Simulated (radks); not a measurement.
Results of a calculation; reference values are marked as such.
Q: All-electron atom: Pm V in [Xe] 4f3. Level of theory: Dirac Kohn-Sham, PBEsol, spin-unpolarised, spherical densities, point nucleus; open shells are shared between the two j in proportion to 2j + 1 (a radial shooting solver on a logarithmic mesh with Libxc functionals). Some entries of the table are withheld. Estimate them.

orbital     occ.  eigenvalue (hartree)  <r> (bohr)  <1/r> (bohr^-1)
1s1/2          2             -1654.177         (1)            67.42
2s1/2          2                   (2)     0.09849            15.99
2p1/2          2             -256.2160     0.08247            15.97
2p3/2          4             -235.6450     0.08899            14.29
3s1/2          2             -60.53408      0.2603            5.800
3p1/2          2             -54.43394      0.2499            5.715
3p3/2          4             -50.29955      0.2625            5.294
3d3/2          4             -39.69234      0.2340            5.166
3d5/2          6             -38.79662      0.2379            5.060
4s1/2          2             -13.56441      0.5908            2.426
4p1/2          2             -11.23862      0.6051            2.322
4p3/2          4             -10.32258      0.6331            2.181
4d3/2          4              -6.48959      0.6745            1.969
4d5/2          6              -6.32473      0.6842            1.935
5s1/2          2              -3.12494       1.370           0.9761
5p1/2          2              -2.44756       1.501           0.8809
5p3/2          4              -2.29780       1.570           0.8345
4f5/2    1.28571              -1.88204      0.8683            1.464
4f7/2    1.71429              -1.86053      0.8756            1.452
5d3/2          0              -1.35114       2.004           0.6418
5d5/2          0              -1.33272       2.030           0.6328
6s1/2          0              -1.12229       2.958           0.4399
6p1/2          0              -0.92597       3.310           0.3927
6p3/2          0              -0.89178       3.423           0.3786

A: 
(1) 1s1/2 <r> (bohr): 0.02318
(2) 2s1/2 eigenvalue (hartree): -270.4490
